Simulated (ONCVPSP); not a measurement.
# What one change does to a pseudopotential (chromium (Cr), ONCV)

* Element: chromium
* Generator: ONCVPSP 4.0.1
* Type: optimised norm-conserving Vanderbilt (ONCV)
* Functional: PBE
* Relativity: scalar-relativistic
* Frozen core: [Ar]
* Valence charge: 6
* Reference configuration: 3d5 4s0.75 4p0.25
* Partial waves: 4s: rc 2.85 bohr, ncon 4, nbas 7, qcut 1.8 1/bohr, 2 projectors, debl 3 Ha; 4p: rc 3.85 bohr, ncon 4, nbas 7, qcut 2.5 1/bohr, 2 projectors, debl 3.7 Ha; 3d: rc 2.25 bohr, ncon 3, nbas 8, qcut 5.5 1/bohr, 1 projector; f scattering state at 0.14 Ha: rc 2.95 bohr, ncon 4, nbas 7, qcut 4.1 1/bohr, 1 projector
* Local potential: polynomial inside 2.10 bohr (lpopt 5, dvloc0 2 Ha)
* Core correction: Teter function, fcfact 5.25, rcfact 1.15

All-electron outer shells of the reference configuration (PBE, scalar-relativistic, ld1.x):

| shell | level (eV) | outermost node (bohr) | outermost maximum (bohr) |
| --- | --- | --- | --- |
| 3s | -74.36 | 0.36 | 0.78 |
| 3p | -45.82 | 0.33 | 0.80 |
| 4s | -4.27 | 1.12 | 2.74 |
| 3d | -3.28 | – | 0.84 |
| 4p | -1.20 | 1.25 | 3.89 |

Change: s: qcut 2.3.

Cutoffs: the cutoffs (Ha) at which the residual kinetic energy of the hardest occupied pseudo-wave falls to 1 and 0.1 mHa per electron; they do not see the model core or the augmentation charge, which bear on the density cutoff. Errors are all-electron minus pseudo energies relative to the spin-unpolarised reference configuration.

Q: How do hardness, ghosts and transferability respond?

A: The potential gets neither clearly harder nor softer (14 Ha and 37 Ha → 14 Ha and 37 Ha); the d channel sets the loose cutoff, while the largest relative change is in s, which becomes softer; of the 3 tests that both files solve, the error grows in 1 and shrinks in 0 by more than 15 % and 0.3 meV (median size 1.9 → 3.5 meV); neither file shows a bound ghost.

| quantity | base | changed |
| --- | --- | --- |
| cutoff, loose | 14 Ha | 14 Ha |
| cutoff, tight | 37 Ha | 37 Ha |
| loose cutoff by channel | s 7.2 Ha, p 0.8 Ha, d 14 Ha | s 2.9 Ha, p 0.8 Ha, d 14 Ha |
| bound ghosts | none | none |
| GHOST(+) flags under 300 eV | p at 82.8 eV, s at 115.0 eV | p at 82.8 eV, s at 99.8 eV |
| tests with a reliable result | 3 of 4 | 3 of 4 |
| error for 3d5 4s1 4p0, meV [ΔE -0.76 eV] | +0.4 | +0.4 |
| error for 3d5 4s0 4p0, meV [ΔE 6.14 eV] | +24 | +21 |
| error for 3d5.5 4s0.5 4p0, meV [ΔE -0.04 eV] | -1.9 | -3.5 |
| s: phases at 2.89 bohr within 0.05 rad from the reference energy up to (Ha; the scan ends near 5) | 1.6 | 1.5 |
| p: phases at 3.91 bohr within 0.05 rad from the reference energy up to (Ha; the scan ends near 5) | 0.3 | 0.3 |
| d: phases at 2.28 bohr within 0.05 rad from the reference energy up to (Ha; the scan ends near 5) | 0.2 | 0.2 |
| f: phases at 2.99 bohr within 0.05 rad from the reference energy up to (Ha; the scan ends near 5) | 2.3 | 2.3 |
| rms error of d²Exc/dni dnj with the model core, mHa | 3.46 | 3.46 |
